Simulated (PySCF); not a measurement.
## InCl: frontier orbitals

PBE0 at R = 2.466 Å; PySCF, scalar-relativistic core potentials, basis sets In def2-SVPD with ECP28, Cl def2-SVPD. State: ¹Σ⁺ (singlet), closed shell. Only the outer orbitals are listed, counted within each symmetry, core potentials removing the inner ones.

```
orbital  occ.  ε (eV)  on In (%)            main shells (%)
     8σ     2  -10.74         52           51 In s, 44 Cl p
     4π     2   -8.22          3                    97 Cl p
     4π     2   -8.22          3                    97 Cl p
     9σ     2   -7.41         59  42 In s, 41 Cl p, 16 In p
     5π     0   -1.91         98                    96 In p
     5π     0   -1.91         98                    96 In p
    10σ     0   -0.20         91           74 In p, 10 In d
```

Q: Which are the highest filled and the lowest empty level, where do they sit, and how wide is the gap?

A: Highest filled 9σ at -7.41 eV (in %: 42 In s, 41 Cl p, 16 In p); lowest empty 5π at -1.91 eV (in %: 96 In p); the gap at PBE0 is 5.50 eV.

The bond order (Mayer) is 0.75. The ⟨S²⟩ is 0.000 and the charge on In (Mulliken, basis-dependent) is 0.65. The charge on In (Löwdin, basis-dependent) is 0.49, the dipole moment (positive dipole means In(−)Cl(+)) is -4.00 D and the polarisability along the bond is 75.6 bohr³. The polarisability across the bond is 48.4 bohr³.

Spin–orbit coupling is left out.
